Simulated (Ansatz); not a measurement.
`CS[SiH2][SiH3]` + `[NH2][AlH][Cl]` → `C[NH][AlH][Cl]` + `[SiH3][SiH2]S`  (substitution at a C–S bond)

Isolated molecules relaxed with PBE0-D4/def2-TZVP in Ansatz; ΔE leaves out vibrations. CBS: MP2 limit from def2 TZ/QZ plus the TZ coupled-cluster correction, frozen cores. Functionals use def2-TZVPP. B3LYP here is the variant with VWN-RPA as its local correlation; programs differ in this. Each species was taken in one conformer, which may not be the lowest.

```json
{"level": "PBE-D4", "ΔE (kJ/mol)": "30.8", "difference from CCSD(T)/CBS": "-1.3"}
{"level": "r2SCAN-D4", "ΔE (kJ/mol)": "32.2", "difference from CCSD(T)/CBS": "0.1"}
{"level": "B3LYP-D4", "ΔE (kJ/mol)": "29.2", "difference from CCSD(T)/CBS": "-2.9"}
{"level": "ωB97X-V", "ΔE (kJ/mol)": "28.8", "difference from CCSD(T)/CBS": "-3.3"}
{"level": "ωB97M-V", "ΔE (kJ/mol)": "30.6", "difference from CCSD(T)/CBS": "-1.5"}
{"level": "B2PLYP", "ΔE (kJ/mol)": "29.7", "difference from CCSD(T)/CBS": "-2.4"}
{"level": "r2SCAN", "ΔE (kJ/mol)": "32.0", "difference from CCSD(T)/CBS": "-0.1"}
{"level": "B3LYP", "ΔE (kJ/mol)": "27.9", "difference from CCSD(T)/CBS": "-4.2"}
{"level": "HF/def2-TZVPP", "ΔE (kJ/mol)": "25.7", "difference from CCSD(T)/CBS": "-6.4"}
{"level": "MP2/def2-TZVPP", "ΔE (kJ/mol)": "32.7", "difference from CCSD(T)/CBS": "0.6"}
{"level": "CCSD(T)/def2-TZVPP", "ΔE (kJ/mol)": "28.2", "difference from CCSD(T)/CBS": "-3.9"}
{"level": "HF/def2-QZVPP", "ΔE (kJ/mol)": "25.9", "difference from CCSD(T)/CBS": "-6.2"}
{"level": "MP2/def2-QZVPP", "ΔE (kJ/mol)": "35.0", "difference from CCSD(T)/CBS": "2.9"}
{"level": "SCS-MP2/def2-QZVPP", "ΔE (kJ/mol)": "32.0", "difference from CCSD(T)/CBS": "-0.1"}
{"level": "HF/CBS(def2)", "ΔE (kJ/mol)": "26.0", "difference from CCSD(T)/CBS": "-6.1"}
{"level": "MP2/CBS(def2)", "ΔE (kJ/mol)": "36.7", "difference from CCSD(T)/CBS": "4.6"}
{"level": "CCSD(T)/CBS", "ΔE (kJ/mol)": "32.1", "difference from CCSD(T)/CBS": "0"}
```

Largest T1 diagnostic among the species: 0.012.
